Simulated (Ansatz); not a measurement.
`C[CH]([GeH3])C#N` → `N=C1C[CH]1[GeH3]`  (isomerisation)

Isolated molecules relaxed with PBE0-D4/def2-TZVP in Ansatz; ΔE leaves out vibrations. CBS: MP2 limit from def2 TZ/QZ plus the TZ coupled-cluster correction, frozen cores. Functionals use def2-TZVPP. B3LYP here is the variant with VWN-RPA as its local correlation; programs differ in this. For Ge outer-core shells are correlated without core-valence functions, which leaves a few kJ/mol of doubt a bond. Scalar relativity is left out up to krypton. One conformer a species, not always the lowest.

`C[CH]([GeH3])C#N`:

```xyz
12

C     0.640   -1.119    0.721
C     0.094    0.292    0.495
Ge   -1.195    0.346   -1.021
C     1.146    1.250    0.242
N     1.985    2.004    0.007
H     1.325   -1.143    1.570
H    -0.179   -1.813    0.922
H     1.181   -1.475   -0.157
H    -0.459    0.629    1.377
H    -1.737    1.770   -1.187
H    -2.334   -0.628   -0.679
H    -0.466   -0.114   -2.289
```

`N=C1C[CH]1[GeH3]`:

Cartesian coordinates in Å:
```
N 0.312 -1.105 -2.103
C -0.012 -0.244 -1.252
C -1.067 0.656 -0.825
C 0.291 0.566 -0.075
Ge 0.356 -0.243 1.693
H 1.260 -1.444 -1.927
H -1.256 1.547 -1.414
H -1.945 0.244 -0.336
H 0.969 1.403 -0.223
H 1.741 -0.860 1.948
H 0.070 0.820 2.766
H -0.719 -1.340 1.750
```

Task: Is it downhill or uphill in electronic energy at CCSD(T)/CBS, and by how much? (Best estimate.)

Result: Ansatz gave: Uphill: ΔE = +158.3 kJ/mol.

Task: What do these levels give: PBE-D4, B3LYP-D4, ωB97M-V, PBE, PBE0, HF/def2-TZVPP, MP2/def2-TZVPP, SCS-MP2/def2-TZVPP, CCSD/def2-TZVPP, HF/def2-QZVPP, MP2/def2-QZVPP, SCS-MP2/def2-QZVPP? (An estimate is asked.)

Result: Ansatz gave: PBE-D4 126.0, B3LYP-D4 149.4, ωB97M-V 147.7, PBE 125.9, PBE0 128.4, HF/def2-TZVPP 176.7, MP2/def2-TZVPP 167.4, SCS-MP2/def2-TZVPP 173.1, CCSD/def2-TZVPP 163.7, HF/def2-QZVPP 176.0, MP2/def2-QZVPP 165.1, SCS-MP2/def2-QZVPP 170.9 kJ/mol.

Largest T1 diagnostic among the species: 0.012.

In def2-TZVPP, CCSD(T) changes the Hartree–Fock value by −14.7 kJ/mol (the triples alone add −1.7 kJ/mol) and MP2 by −9.2 kJ/mol.
